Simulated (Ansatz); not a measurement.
Reaction (cleavage of the B–Ge bond): `C[BH][GeH3]` + `NCF` → `CBNCF` + GeH₄

Computed with Ansatz on PBE0-D4/def2-TZVP structures; ΔE is electronic, products minus reactants. CBS: MP2 limit from def2 TZ/QZ plus the TZ coupled-cluster correction, frozen cores. Functionals use def2-TZVPP. For Ge outer-core shells are correlated without core-valence functions, which leaves a few kJ/mol of doubt a bond. Scalar relativity is left out up to krypton. Each species was taken in one conformer, which may not be the lowest.

```
  level  ΔE (kJ/mol)
PBE0-D4       -142.0
ωB97X-V       -144.8
```

Problem. What does CCSD(T)/CBS give? (An estimate is asked.)

Solution. Ansatz gave: -142.6 kJ/mol. The listed levels differ from it by 0.6, -2.2 kJ/mol.

Largest T1 diagnostic among the species: 0.012.
